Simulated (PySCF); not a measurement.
C₂H₇NO₂Si, SMILES COC(=O)[SiH2]N, GFN2-xTB optimised geometry.

```
13

C      2.52    -1.15     0.00
O      1.10    -1.15     0.00
C      0.49     0.04     0.00
O      1.10     1.08     0.00
Si    -1.41    -0.15     0.02
N     -1.94     1.42    -0.39
H      2.90    -0.65     0.89
H      2.90    -0.63    -0.88
H      2.83    -2.20    -0.02
H     -1.79    -0.65     1.35
H     -1.83    -1.10    -1.01
H     -1.30     2.20    -0.26
H     -2.90     1.71    -0.33
```

Density from PBE/def2-TZVP in PySCF 2.14.0 at that geometry.

Minimum of the electron density along straight lines between bonded atoms, close to the bond critical point (lines longer than 1.1 times the sum of covalent radii, or with two minima, are not listed):

```tsv
bond	length / Å	ρ at the minimum / e bohr⁻³	∇²ρ there / e bohr⁻⁵	position (fraction from the first atom)
C1–O2	1.424	0.250	-0.49	0.36
O2–C3	1.337	0.309	-0.59	0.65
C3–O4	1.209	0.422	-0.17	0.34
C3–Si5	1.911	0.115	0.16	0.61
Si5–N6	1.711	0.135	0.57	0.41
C1–H7	1.092	0.282	-0.98	0.65
C1–H8	1.092	0.282	-0.98	0.65
C1–H9	1.087	0.286	-1.00	0.65
Si5–H10	1.470	0.124	0.15	0.50
Si5–H11	1.462	0.126	0.16	0.50
N6–H12	1.008	0.334	-1.64	0.74
N6–H13	1.006	0.337	-1.62	0.73
```
